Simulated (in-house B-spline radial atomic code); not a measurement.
Atomic self-consistent-field run: neutral calcium. Level of theory: scalar-relativistic (X2C) r2SCAN0, spin-polarised, spherical fractional occupations, exact exchange averaged over the configuration, Fermi nucleus of rms radius 3.4776 fm; calculated with a radial B-spline atomic code at the basis-set limit.

Command:
```bash
python run_scf.py task.json out
```
Settings (nuclear radius in fm, mass in u):
```
Z                20
configuration    [Ar] 4s2
hamiltonian      x2c
method           r2scan0
spin_polarised   True
nucleus          fermi
rms_radius       3.4776
atomic_mass      39.96259
speed_of_light   137.035999084
exact_exchange   averaged over the configuration
```

Output (hartree, bohr):
```
 radial grid: 79 intervals, B-splines of order 8, outer radius 50 bohr

 iter        energy (Eh)    residual
    1        -680.409652    3.86e-02
    2        -680.413645    1.14e-03
    3        -680.413669    6.50e-04
    4        -680.413674    3.59e-04
    5        -680.413676    4.17e-05
    6        -680.413676    7.82e-06
    7        -680.413676    2.84e-06
    8        -680.413676    5.66e-07
    9        -680.413676    5.46e-08

 total energy                      -680.41368
 kinetic                             685.6478
 electron-nucleus                  -1616.3260
 Hartree                             286.4953
 exact exchange                       -8.8624
 exchange-correlation                -27.3684

 orbital      occ     eigenvalue          <r>       <r^2>       <1/r>     <1/r^3>       <r^4>       r_max
 1s up      1.000      -146.8089    0.0765962  0.00790696     19.9038           - 0.000162086     0.05003
 1s down    1.000      -146.8089    0.0765962  0.00790696     19.9038           - 0.000162086     0.05003
 2s up      1.000       -15.8438     0.362477    0.155632     4.09013           -   0.0430042      0.2993
 2s down    1.000       -15.8438     0.362477    0.155632     4.09013           -   0.0430042      0.2993
 2p up      3.000       -12.7571     0.326961     0.13218     3.95535     188.119   0.0363541      0.2467
 2p down    3.000       -12.7571     0.326961     0.13218     3.95535     188.119   0.0363541      0.2467
 3s up      1.000        -1.9171      1.15568     1.53906     1.20545           -     3.84408      0.9927
 3s down    1.000        -1.9171      1.15568     1.53906     1.20545           -     3.84408      0.9927
 3p up      3.000        -1.1386      1.27108     1.90306     1.07064     19.1374     6.41593        1.05
 3p down    3.000        -1.1386      1.27108     1.90306     1.07064     19.1374     6.41593        1.05
 4s up      1.000        -0.1602      4.07708     18.9994    0.312387           -     581.517       3.427
 4s down    1.000        -0.1602      4.07708     18.9994    0.312387           -     581.517       3.427

 Slater integrals (Eh)
   F0(3p up,3p up)               0.711765
   F2(3p up,3p up)               0.358305
   F0(3p up,3p down)             0.711765
   F2(3p up,3p down)             0.358305
   F0(3p up,4s up)               0.284586
   G1(3p up,4s up)               0.015543
   F0(3p up,4s down)             0.284586
   F0(3p down,3p down)           0.711765
   F2(3p down,3p down)           0.358305
   F0(3p down,4s up)             0.284586
   F0(3p down,4s down)           0.284586
   G1(3p down,4s down)           0.015543
   F0(4s up,4s up)               0.221462
   F0(4s up,4s down)             0.221462
   F0(4s down,4s down)           0.221462
```

Cost of the run: 0.46 s on 1 thread of Arm Neoverse V2, with other jobs on the host.
